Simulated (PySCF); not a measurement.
Fill in the blanks.

Species: C₆H₁₈Si₄.
Numbering: `[CH2:1]=[CH:2][CH2:3][Si@@H:4]1[SiH2:5][SiH2:6][Si@H:7]1[CH2:8][CH2:9][CH3:10]` (hydrogens: H11, H12 on C1; H13 on C2; H14, H15 on C3; H16 on Si4; H17, H18 on Si5; H19, H20 on Si6; H21 on Si7; H22, H23 on C8; H24, H25 on C9; H26, H27, H28 on C10)

Conformer (atom-mapped SMILES and torsion angles): `[CH2:1]=[CH:2][CH2:3][Si@@H:4]1[SiH2:5][SiH2:6][Si@H:7]1[CH2:8][CH2:9][CH3:10]`: C1–C2–C3–Si4 104°, C2–C3–Si4–Si5 -71°, Si6–Si7–C8–C9 164°, Si7–C8–C9–C10 180°.

```csv
property,level,value
point group,PBE0-D3(BJ)/def2-SVP,?
"rotational constants A, B, C",PBE0-D3(BJ)/def2-SVP,"1.066, 0.388, 0.339 GHz"
dipole moment,PBE/pcSseg-1,?
HOMO energy,PBE/pcSseg-1,?
LUMO energy,PBE/pcSseg-1,?
13C chemical shifts (computed TMS as zero) by class,GIAO PBE/pcSseg-1,?
1H chemical shifts (computed TMS as zero) by class,GIAO PBE/pcSseg-1,?
"isotropic shieldings of nuclei other than C and H, by class",GIAO PBE/pcSseg-1,?
```

Electronic properties: PySCF, gas phase, density fitting. Isolated species at its PBE0-D3(BJ)/def2-SVP geometry (one conformer only). NMR classes are plain means over equivalent atoms (diastereotopic ones count apart unless rotation or inversion swaps them), as if these changed places fast; in this geometry the members of some classes differ.

(1) What are the 1H chemical shifts (computed TMS as zero) by class?

(2) What is the dipole moment?

(3) What is the LUMO energy?

(4) The 13C chemical shifts (computed TMS as zero) by class?

(5) Give the isotropic shieldings of nuclei other than C and H, by class.

(6) The point group?

(7) What is the HOMO energy?

Answers

(1) 5.98 (H13), 5.20 (H12), 5.16 (H11), 4.64 (H16), 4.52 (H21), 4.13 (H17), 4.09 (H19), 4.03 (H20), 3.88 (H18), 2.18 (H15), 1.71 (H14), 1.44 (H24), 1.38 (H25), 1.10 (H23), 1.09 (H26/H27/H28), 0.69 (H22) ppm.

(2) 1.08 D.

(3) -1.64 eV.

(4) 142.9 (C2), 119.0 (C1), 27.4 (C9), 22.3 (C3), 21.0 (C10), 17.0 (C8) ppm.

(5) 385 (Si4), 386 (Si7), 435 (Si6), 435 (Si5) ppm.

(6) C1.

(7) -5.92 eV.

The dipole matches unit charges of opposite sign 0.22 Å apart (1 e·Å = 4.8032 D). With B = h/(8π²I), that is 505.379 GHz u Å² over I, the principal moments of inertia are 474.2, 1303.1 and 1490.1 u Å² (most abundant isotopes); the inertial defect Ic − Ia − Ib is -287.2 u Å² (zero for a rigid planar frame, negative otherwise). The rotational constants make it an asymmetric top with κ = (2B − A − C)/(A − C) = -0.87, nearer the prolate limit (−1).
